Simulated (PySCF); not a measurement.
H$_{2}$BF (SMILES BF), singlet, geometry from GFN2-xTB. Base run: BLYP/6-31G*, TDDFT (PySCF).

PySCF was given this input:
```python
from pyscf import gto, scf, dft, tdscf

mol = gto.M(
    atom='''
B    -0.112233   -0.350873   -0.555825
H    -1.210723   -0.378833   -0.962597
H     0.804931   -0.889787   -1.047054
F     0.107440    0.335887    0.532086
''',
    basis='6-31g*',
    charge=0,
    spin=0,
    verbose=4,
)

mf = dft.RKS(mol)
mf.xc = 'blyp'
mf.kernel()
td = mf.TDDFT()
td.nstates = 5
td.kernel()
td.analyze()
```

Each row names what was changed in the base input (with any setting that the change needs).

```tsv
change	first excitation (eV)	oscillator strength of the first	second (eV)	core-seconds (rough)
base	6.05	0.000	9.72	5
nstates = 10	6.05	0.000	9.72	6
response = Tamm-Dancoff	6.06	0.000	9.76	4
functional = wb97x	6.51	0.000	10.43	9
functional = hf	7.45	0.000	11.67	0.6
functional = m062x	6.33	0.000	10.25	20
states = triplets; response = Tamm-Dancoff	5.49	-	8.38	5
functional = pbe	5.98	0.000	9.70	5
functional = camb3lyp	6.36	0.000	10.28	9
basis = def2-TZVP	5.83	0.000	8.64	10
```

An iterative solver can miss low states, so a row lists the states that it found.
